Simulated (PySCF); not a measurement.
C3H7NSi, SMILES C(=C=C)N[SiH3]. Atoms are numbered in the order given.

```xyz
12

C     -0.7745     2.4072     0.0000
C      0.1858     1.5127     0.0000
C      1.1489     0.6112     0.0000
N      0.9587    -0.7757     0.0000
Si    -0.6098    -1.5443     0.0000
H     -1.1945     2.7994    -0.9354
H     -1.1945     2.7994     0.9354
H      2.1914     0.9517     0.0000
H      1.8055    -1.3280     0.0000
H     -1.4037    -1.1749     1.2075
H     -0.3353    -3.0093     0.0000
H     -1.4037    -1.1749    -1.2075
```

Geometry: ωB97X-D3(BJ)/def2-SVP. This is a generated structure with no PubChem entry under its InChIKey; it may be hypothetical. Other conformers were not sampled.

Two levels are set side by side: PBE/pcSseg-1 (PySCF) and PBE0/pcSseg-1 (PySCF). GIAO shifts against NH3 (¹⁵N), TMS (²⁹Si), TMS (¹H), TMS (¹³C) at the same level; non-relativistic, no solvent, atoms listed together averaged. Differences are taken from unrounded values.

| quantity | PBE0 |
|---|---|
| δ(¹³C) of C1 (ppm) | 97.5 |
| δ(¹³C) of C2 (ppm) | 223.5 |
| δ(¹³C) of C3 (ppm) | 112.7 |
| δ(¹⁵N) of N4 (ppm) | 36.7 |
| δ(²⁹Si) of Si5 (ppm) | -57.9 |
| δ(¹H) of H6, H7 (ppm) | 6.15 |
| δ(¹H) of H8 (ppm) | 6.75 |
| δ(¹H) of H9 (ppm) | 1.42 |

Question: What does PBE give, and how far is it from PBE0? (Estimate from the structure and the level; the computed values follow.)

Answer: 
```tsv
quantity	PBE	PBE minus PBE0
δ(¹³C) of C1 (ppm)	96.7	-0.7
δ(¹³C) of C2 (ppm)	221.8	-1.7
δ(¹³C) of C3 (ppm)	111.0	-1.7
δ(¹⁵N) of N4 (ppm)	44.3	7.6
δ(²⁹Si) of Si5 (ppm)	-61.5	-3.6
δ(¹H) of H6, H7 (ppm)	6.20	0.05
δ(¹H) of H8 (ppm)	6.71	-0.05
δ(¹H) of H9 (ppm)	1.43	0.01
```

Rough cost on one machine, each run with all the roots and properties that it gave: PBE0 against PBE within a factor of 2.
